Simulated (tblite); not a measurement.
Species: C₃H₆ClGa.
SMILES with atom numbers: `[Cl:1][GaH:2][CH:3]1[CH2:4][CH2:5]1` (hydrogens: H6 on Ga2; H7 on C3; H8, H9 on C4; H10, H11 on C5)

Computed with GFN2-xTB (tblite), gas phase: L-BFGS steps from a force-field or distance-geometry start until the largest atomic force falls under 0.01 eV/Å.

Step 30: E = -414.8403 eV
```
atom  x, y, z in Å  |  force x, y, z in eV/Å
Cl1     2.9924   -0.8756    0.3718    0.040   0.011  -0.035
Ga2     1.6928    0.7268    0.6639   -0.077  -0.034   0.011
C3     -0.3132    0.4819    0.5168   -0.031   0.072  -0.055
C4     -0.8398   -0.9220    0.3682    0.023   0.016   0.070
C5     -0.9146    0.0064   -0.7888    0.015   0.027  -0.049
H6      2.3223    2.1209    1.0665    0.047   0.009   0.015
H7     -0.9357    1.1737    1.0806   -0.024  -0.031   0.010
H8     -1.7504   -1.1978    0.8767   -0.037  -0.009   0.037
H9     -0.1089   -1.7200    0.3046    0.017  -0.093   0.028
H10    -1.8826    0.3960   -1.0730    0.023   0.010  -0.015
H11    -0.2567   -0.1877   -1.6283    0.005   0.022  -0.018
```

Step 31: E = -414.8410 eV
```
atom  x, y, z in Å  |  force x, y, z in eV/Å
Cl1     2.9792   -0.8820    0.3663    0.037   0.022  -0.032
Ga2     1.6909    0.7295    0.6656   -0.079  -0.041   0.001
C3     -0.3159    0.4912    0.5114   -0.049  -0.021  -0.018
C4     -0.8335   -0.9204    0.3705    0.022   0.049   0.034
C5     -0.9154    0.0066   -0.7903   -0.004  -0.018  -0.013
H6      2.3300    2.1165    1.0753    0.048   0.012   0.017
H7     -0.9424    1.1775    1.0779   -0.013  -0.030  -0.004
H8     -1.7452   -1.2003    0.8795    0.030   0.013   0.008
H9     -0.0980   -1.7182    0.3076   -0.042  -0.008   0.033
H10    -1.8872    0.3883   -1.0752    0.045   0.000  -0.006
H11    -0.2571   -0.1860   -1.6297    0.006   0.023  -0.019
```

Step 32: E = -414.8416 eV
```
atom  x, y, z in Å  |  force x, y, z in eV/Å
Cl1     2.9871   -0.8762    0.3676    0.038   0.008  -0.034
Ga2     1.6901    0.7272    0.6657   -0.062  -0.021   0.003
C3     -0.3157    0.4894    0.5114   -0.021  -0.017   0.012
C4     -0.8355   -0.9206    0.3712    0.008   0.024   0.007
C5     -0.9145    0.0072   -0.7902   -0.007  -0.036  -0.013
H6      2.3282    2.1168    1.0710    0.043   0.009   0.018
H7     -0.9401    1.1742    1.0810   -0.026  -0.013  -0.005
H8     -1.7492   -1.1971    0.8791    0.039   0.014   0.003
H9     -0.1045   -1.7227    0.3067   -0.038   0.004   0.040
H10    -1.8850    0.3897   -1.0753    0.024   0.010  -0.015
H11    -0.2555   -0.1853   -1.6292    0.005   0.017  -0.016
```

**Question.** Estimate the geometry and energy of step 33. (The exact step hangs on the optimiser's Hessian estimate; all steps are aligned on step 32, rigid shifts and turns removed.)

**Answer.** E = -414.8422 eV, largest force 0.053 eV/Å
```
atom  x, y, z in Å  |  force x, y, z in eV/Å
Cl1     2.9928   -0.8718    0.3669    0.026   0.011  -0.032
Ga2     1.6873    0.7255    0.6659   -0.013  -0.005   0.005
C3     -0.3164    0.4891    0.5107    0.000  -0.014   0.031
C4     -0.8360   -0.9198    0.3724   -0.014  -0.012  -0.026
C5     -0.9139    0.0069   -0.7907   -0.005  -0.040  -0.001
H6      2.3293    2.1161    1.0694    0.030  -0.004   0.016
H7     -0.9396    1.1716    1.0832   -0.041   0.008  -0.005
H8     -1.7509   -1.1941    0.8792    0.034   0.014   0.004
H9     -0.1096   -1.7262    0.3074   -0.025   0.018   0.043
H10    -1.8837    0.3891   -1.0764    0.003   0.017  -0.022
H11    -0.2539   -0.1837   -1.6292    0.005   0.007  -0.013
```

The energy changes by -0.0006 eV. The first-order estimate −F·Δx gives -0.0008 eV and the mean of the old and new forces, exact on a quadratic surface, -0.0006 eV. The step makes an angle of 61° with the force vector and moves no atom by more than 0.007 Å.

What follows is the cost of the whole relaxation. On one thread of an Intel Xeon at 2.50 GHz, no GPU, on a shared host, this took 1.2 s of wall time.
